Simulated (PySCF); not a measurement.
Spectrum to structure. Level of theory: TDDFT CAM-B3LYP/def2-SVPD, vertical, gas phase, core orbitals frozen in the response in PySCF 2.14.0, density-fitted response routines. Geometries: GFN2-xTB, one conformer each.

```csv
state,λ (nm),f
S1,240.6,0.0038
S2,184.8,0.118
S3,175.4,0.083
S4,161.2,0.0024
S5,159.4,0.0061
S6,159.0,0.041
S7,154.8,0.0006
S8,151.2,0.0004
```

Task: Which candidate is it? All have the formula C4H7FO2Si.
A. `C(O)(=O)[C@H]1[C@H](F)[SiH2]C1`
B. `O=C1C[SiH2]O[C@@H]1CF`
C. `O=CO[Si@H](F)C1CC1`
D. `CO[C@@]1(F)[SiH2][C@@H]1C=O`
E. `C1(OC([SiH2]F)=O)CC1`

Result: E. Its S1 lies at 5.15 eV; the nearest of the others has S1 at 5.82 eV. S1 is HOMO→LUMO (91%). Löwdin shares by element: HOMO (one of a set within 0.03 eV) oxygen 63%, carbon 15% or more, silicon 10%; LUMO oxygen 37%, carbon 32% or more, silicon 18%. At the same level the other candidates give, for their lowest levels:
- `CO[C@@]1(F)[SiH2][C@@H]1C=O`: 292 nm (f 0.003); 213 nm (f 0.095); 198 nm (f 0.040); 190 nm (f 0.179); 185 nm (f 0.008); T1 3.68 eV; HOMO -8.55, LUMO -0.21 eV
- `O=C1C[SiH2]O[C@@H]1CF`: 292 nm (f 0.001); 184 nm (f 0.008); 177 nm (f 0.020); 174 nm (f 0.013); 169 nm (f 0.018); T1 3.73 eV; HOMO -8.87, LUMO 0.08 eV
- `O=C(O)[C@@H]1C[SiH2][C@H]1F`: 213 nm (f 0.003); 185 nm (f 0.050); 174 nm (f 0.038); 168 nm (f 0.062); 164 nm (f 0.025); T1 5.34 eV; HOMO -9.40, LUMO 0.40 eV
- `O=CO[Si@H](F)C1CC1`: 212 nm (f 0.001); 157 nm (f 0.011); 154 nm (f 0.039); 152 nm (f 0.021); 150 nm (f 0.007); T1 5.29 eV; HOMO -10.06, LUMO 0.77 eV

Shape of the structure used: `[O:1]=[C:2]([O:3][CH:4]1[CH2:5][CH2:6]1)[SiH2:7][F:8]`: O1–C2–O3–C4 0°, C2–O3–C4–C5 146°, O1–C2–Si7–F8 172°.
Triplets come from the Tamm–Dancoff approximation.
